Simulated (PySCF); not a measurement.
Compound: C₄H₆GeS.
SMILES: `[GeH3][c]1sccc1`

All values: CAM-B3LYP/def2-SVPD (PySCF, non-relativistic), on one gas-phase PBE0-D3(BJ)/def2-SVP geometry that isn't relaxed in the solvent. The solvent is an IEF-PCM continuum (cavity from Bondi-type radii × 1.2), and excitations are vertical TDDFT with non-equilibrium linear response and a frozen core. The model holds no explicit solvent molecules, cavitation or dispersion. Spin–orbit coupling is left out although an atom past zinc is present.

```json
{"run": "gas", "E − E(gas) (kcal/mol)": "0.00", "HOMO (eV)": "-8.17", "HOMO–LUMO gap (eV)": "8.49", "dipole (D)": "0.76", "lowest singlet (eV)": "5.59", "static polarisability (au)": "94.2"}
{"run": "P", "E − E(gas) (kcal/mol)": "-1.57", "HOMO (eV)": "-8.14", "HOMO–LUMO gap (eV)": "8.48", "dipole (D)": "0.96", "lowest singlet (eV)": "5.51", "static polarisability (au)": "120.0"}
{"run": "Q", "E − E(gas) (kcal/mol)": "-2.28", "HOMO (eV)": "-8.16", "HOMO–LUMO gap (eV)": "8.49", "dipole (D)": "1.05", "lowest singlet (eV)": "5.51", "static polarisability (au)": "133.2"}
```

**Question.** The runs were made in chloroform and dimethylsulfoxide. Which run belongs to which solvent?

**Answer.** P = chloroform, Q = dimethylsulfoxide. The dielectric constants are 4.711 (chloroform), 46.83 (dimethylsulfoxide), and the energy falls further as ε rises. The optical constants n² used for the excitations are 2.09, 2.19 in the same order. In this model the ground state sees the solvent through ε alone.

**Question.** How constant is the ratio of the lowering to (ε − 1)/(2ε + 1)?

**Answer.** 
```
          solvent  (ε − 1)/(2ε + 1)  E − E(gas) (kcal/mol)  ratio (kcal/mol)  polarisation term (kcal/mol)
       chloroform             0.356                  -1.57              -4.4                         -1.71
dimethylsulfoxide             0.484                  -2.28              -4.7                         -2.57
```

The ratio changes by +6.5 % in size from chloroform to dimethylsulfoxide. The polarisation term is half the interaction of the solute with the induced surface charges.
